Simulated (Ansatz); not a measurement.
`S=C1C[SiH2]1` → `[SiH3]C#CS`  (isomerisation)

Program: Ansatz. Geometries: PBE0-D4/def2-TZVP. ΔE: electronic, gas phase. CCSD(T)/CBS is the MP2 limit (def2-TZVPP, def2-QZVPP) plus CCSD(T) − MP2 in def2-TZVPP, frozen cores. DFT in def2-TZVPP. Each species was taken in one conformer, which may not be the lowest.

`S=C1C[SiH2]1`:

Cartesian coordinates in Å:
```
S 1.386 -0.410 2.156
C 0.638 -0.191 0.762
C -0.604 -0.689 0.102
Si 0.153 0.829 -0.701
H -0.445 -1.571 -0.523
H -1.507 -0.771 0.703
H 0.766 0.619 -2.030
H -0.388 2.185 -0.469
```

`[SiH3]C#CS`:

```xyz
8

Si   -0.105    1.624    0.134
C     0.153   -0.160   -0.093
C     0.310   -1.355   -0.236
S     0.644   -2.975   -0.497
H     1.027    2.206    0.897
H    -0.201    2.295   -1.186
H    -1.367    1.828    0.887
H    -0.463   -3.463    0.094
```

(1) Is it downhill or uphill in electronic energy at CCSD(T)/CBS, and by how much? (Best estimate.)

(2) What do these levels give: B97M-V, B2PLYP, PBE, r2SCAN, CCSD/def2-SVP, CCSD/def2-TZVPP? (An estimate is asked.)

Largest T1 diagnostic among the species: 0.017.

Results:

(1) Computed: Downhill: ΔE = -11.3 kcal/mol.

(2) Computed: B97M-V -8.4, B2PLYP -12.8, PBE -5.6, r2SCAN -7.9, CCSD/def2-SVP -12.4, CCSD/def2-TZVPP -13.1 kcal/mol.

From BLYP to BHLYP (50 % exact exchange), in def2-TZVPP and without D4, ΔE moves by −2.1 kcal/mol. The D4 term adds +1.0 kcal/mol with B3LYP and +0.5 kcal/mol with PBE0; it sums over pairs of atoms, weighted by their polarisabilities, and B3LYP, whose exchange is more repulsive, gets the larger term.

B3LYP here is the variant with VWN-RPA as its local correlation; programs differ in this.
